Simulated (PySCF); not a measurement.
## One change at a time: excitation energies

Level of theory: TDDFT B3LYP/def2-SVPD, vertical, gas phase, core orbitals frozen in the response in PySCF 2.14.0, density-fitted response routines. Geometries: GFN2-xTB; one conformer of each isolated species. Triplets are in the Tamm–Dancoff approximation. 'Strongest' means the level of largest summed f among the lowest 8 singlets; it needn't be the same kind of state in each.

Parent: `O=C[C@H]1CSC[SiH2]1`, with lowest singlet excitation energy 4.14 eV, HOMO–LUMO gap 5.13 eV, lowest triplet energy 3.72 eV, energy of the strongest computed level 5.42 eV, LUMO energy -1.15 eV, oscillator strength of the strongest level 0.02. Its spectrum: 300 nm (f 0.000); 264 nm (f 0.004); 258 nm (f 0.004); 229 nm (f 0.018); 214 nm (f 0.004).

Give the shifts from the parent for: S replaced by O (`O=C[C@H]1COC[SiH2]1`); C replaced by Si (`O=C[C@H]1[SiH2]CS[SiH2]1`); S inserted into a C-S bond (`O=C[C@@H]1CSSC[SiH2]1`).

| change | SMILES | Δ S1 (eV) | Δ gap (eV) | Δ T1 (eV) | Δ strongest (eV) | Δ LUMO (eV) | Δ f (strongest) |
| --- | --- | --- | --- | --- | --- | --- | --- |
| S replaced by O | O=C[C@H]1COC[SiH2]1 | +0.12 | +0.82 | 0.00 | +1.34 | -0.06 | +0.07 |
| C replaced by Si | O=C[C@H]1[SiH2]CS[SiH2]1 | +0.09 | +0.22 | -0.01 | +0.53 | -0.25 | +0.02 |
| S inserted into a C-S bond | O=C[C@@H]1CSSC[SiH2]1 | -0.17 | -0.02 | -0.23 | -0.24 | -0.30 | 0.00 |

S1 falls most with S inserted into a C-S bond (-0.17 eV), and it rises most with S replaced by O (+0.12 eV). S1 is simply the lowest singlet of each species and needn't be the same kind of state throughout.
